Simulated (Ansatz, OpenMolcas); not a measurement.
## Ansatz → OpenMolcas

This Ansatz 0.2.0 job computes BNH3F3 (SMILES [NH3+][B-](F)(F)F):

job.yaml:
```yaml
crystal:
  periodic: [false, false, false]
  atoms:
    - {symbol: "N", position_ang: [-0.501800, -0.052400, 0.645700]}
    - {symbol: B, position_ang: [0.531500, 0.038700, -0.668100]}
    - {symbol: F, position_ang: [1.521100, -0.860400, -0.378100]}
    - {symbol: F, position_ang: [-0.251400, -0.312100, -1.733900]}
    - {symbol: F, position_ang: [0.943600, 1.343300, -0.679400]}
    - {symbol: H, position_ang: [-1.280300, 0.587300, 0.522000]}
    - {symbol: H, position_ang: [-0.006300, 0.194600, 1.496700]}
    - {symbol: H, position_ang: [-0.864300, -0.996100, 0.739300]}
basis:
  gaussian: {orbitals: cc-pVDZ}
hamiltonian: {xc: {name: SVWN5}}
accuracy: high
output: {orbitals: {seedname: orbitals}}
```

```bash
$ ansatz run job.yaml --threads 1 --pin off --max-ram 3480MiB --events-out events.jsonl --progress --plain --runs-dir runs
```

The shape is that of a PBE0-D4/def2-TZVP optimisation.

It gives a total energy of -378.522756 Eh.

Task: Translate the job to OpenMolcas 26.06 as an input file of the program's own, asking for the gradient.

Result: For example:

mol.input:
```
>>> EXPORT MOLCAS_PRINT=2

&GATEWAY
 BasLib=$CurrDir
 Coord
 8
 bohr
 N     -0.94826457    -0.09902165     1.22019616
 B      1.00438944     0.07313240    -1.26252602
 F      2.87446241    -1.62592036    -0.71450545
 F     -0.47507715    -0.58978352    -3.27659613
 F      1.78314557     2.53846910    -1.28387993
 H     -2.41941636     1.10983615     0.98643704
 H     -0.01190527     0.36774070     2.82835309
 H     -1.63329029    -1.88235619     1.39707452
 Basis=cc-pVDZ
 Group=NoSym

&SEWARD
 GridInput
 Grid=UltraFine
 End of Grid

&SCF
 KSDFT=SVWN5
 Thresholds=1e-10 1e-07 1e-07 1e-05
 PrOrbitals=1

&ALASKA
```

```bash
$ export MOLCAS_MEM=1860
$ pymolcas mol.input > mol.log
```

(Basis files named in the input come from the Basis Set Exchange and aren't shown.)

Its energy is -378.522756 Eh, 0.000 mEh from the first.
